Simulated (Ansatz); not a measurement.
Ansatz (a quantum-chemistry and plane-wave program) input (PBE0/6-31G*):

Ansatz 0.2 input:
```yaml
crystal:
  periodic: [false, false, false]
  atoms:
    - {symbol: Si, position_ang: [-1.43846753, -0.24763310, 0.54742865]}
    - {symbol: Ge, position_ang: [0.73492862, 0.11446010, -0.32684864]}
    - {symbol: H, position_ang: [-1.96090942, -0.03616755, 1.92507539]}
    - {symbol: H, position_ang: [-2.57244740, -0.76158709, -0.26764062]}
    - {symbol: H, position_ang: [1.15418640, 0.60189491, 1.13772066]}
basis:
  gaussian:
    orbitals: 6-31G*
hamiltonian:
  xc: {name: PBE0}
magnetization: {spin_polarized: true, initial_magnetization: 1}
```

End of the output:

```
integrals: 0.01 GiB planned
571 factors; integrals over basis functions are off by at most 9.0e-4 eV
mean field: 0.27 GiB planned
mean field evaluation 1: about -64423.7335 eV, gradient 6.8e0 eV
mean field evaluation 2: about -64423.9448 eV, gradient 3.9e0 eV
mean field evaluation 4: about -64423.9884 eV, gradient 2.9e-1 eV
mean field evaluation 8: about -64424.0233 eV, gradient 2.8e-2 eV
mean field evaluation 16: about -64424.0233 eV, gradient 4.4e-5 eV
mean field -64424.02329764 eV, -2367.5391880169 hartree, gradient 1.2e-5 eV, S^2 0.754754; 1 other end points of the search recorded, 0 dependent functions left out
reference -64424.02332432 eV, -2367.5391889975 hartree; 25, 24 occupied and 35, 36 virtual orbitals, 571 factors
Total energy: -64424.02332432 eV, -2367.5391889975 hartree
```

It need not be the lowest isomer of its formula.
